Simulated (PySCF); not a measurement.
SMILES C=C[Si](C)(F)Cl (C3H6ClFSi), PBE0/def2-SVP optimised geometry. Atoms within 1.6 Å of the plane z = 0.0 Å (x, y, z in Å): C2 (-0.55, -2.17, -1.42), Si3 (0.03, -1.14, 0.00), C4 (-0.56, 0.61, 0.00), F5 (1.66, -1.14, 0.00), H9 (-0.24, -3.22, -1.47), H10 (-0.14, 1.14, 0.86), H11 (-0.24, 1.13, -0.92), H12 (-1.66, 0.66, 0.07).

Level of theory: PBE0/def2-TZVP (PySCF). Cells within 0.4 Å of a nucleus heavier than hydrogen are left out (blank, or x).

Map of the Laplacian of the electron density (e/bohr⁵), clipped to [-1.50, 1.50] on the plane z = 0.0 Å:

```
|55555555555555555555555555555|
|55555555555555555555555555555|
|55555555555555555555555555555|
|55555555555555555555555555555|
|55555555555555555555555555555|
|55555555555555555555555555555|
|55555555555555555555555555555|
|55555555555555555555555555555|
|55555555555555555555555555555|
|55555555555555555555555555555|
|55555555555544555555555555555|
|55555555123xxx555555555555555|
|55555555001xxx555555555555555|
|555555555445x4455555555555555|
|55555555555433455555555555555|
|55555555555544445556655555555|
|55555555555547995568886555555|
|55555555555589xx957xx58555555|
|5555555555559xxx965xxx8555555|
|55555555555589xx957xx58555555|
|55555555555558995568886555555|
|55555555555555555556655555555|
|55555555555555555555555555555|
|55555555555555555555555555555|
|55555555555555555555555555555|
|55555555555555555555555555555|
|55555555555555555555555555555|
|55555555555555555555555555555|
|55555555555555555555555555555|
```
Scale: ten equal steps from -1.50 (start of '0') to 1.50 (end of '9'), in the order '0123456789'; x runs from -4.00 to 4.00, y from -4.00 (bottom) to 4.00 (top).
